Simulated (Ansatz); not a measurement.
Start from `[SiH3][O][In]([SH])[Cl]` and change one element to get `[SiH3][O][Al]([SH])[Cl]`.

Ansatz, PBE0-D4/def2-TZVP geometries, multiplicity 1. Each molecule was computed in one conformer, which needn't be the lowest.

Elements past krypton have def2 core potentials.

| property | `[SiH3][O][In]([SH])[Cl]` |
| --- | --- |
| size of the dipole moment (ωB97M-V/def2-TZVPP) / D | 1.55 |
| HOMO energy (B3LYP/def2-TZVPP) / eV | -7.96 |
| HOMO–LUMO gap (PBE0/def2-TZVPP) / eV | 5.89 |
| HOMO energy (PBE/def2-TZVPP) / eV | -6.95 |
| HOMO–LUMO gap (ωB97M-V/def2-TZVPP) / eV | 10.00 |
| HOMO energy (ωB97M-V/def2-TZVPP) / eV | -10.42 |

What does the change do to each property? (An estimate is asked.)

Computed: 
| property | `[SiH3][O][Al]([SH])[Cl]` | shift |
| --- | --- | --- |
| size of the dipole moment (ωB97M-V/def2-TZVPP) / D | 1.40 | -0.15 |
| HOMO energy (B3LYP/def2-TZVPP) / eV | -7.79 | 0.17 |
| HOMO–LUMO gap (PBE0/def2-TZVPP) / eV | 7.15 | 1.26 |
| HOMO energy (PBE/def2-TZVPP) / eV | -6.84 | 0.11 |
| HOMO–LUMO gap (ωB97M-V/def2-TZVPP) / eV | 10.99 | 0.99 |
| HOMO energy (ωB97M-V/def2-TZVPP) / eV | -10.25 | 0.17 |

With PBE0 the HOMO rises by 0.14 eV and the LUMO rises by 1.42 eV, so the gap widens by about 1.28 eV. PBE moves the HOMO by 0.11 eV and ωB97M-V by 0.17 eV. Dipoles are sizes alone; their direction can turn.

B3LYP here is the variant with VWN-RPA as its local correlation; programs differ in this.
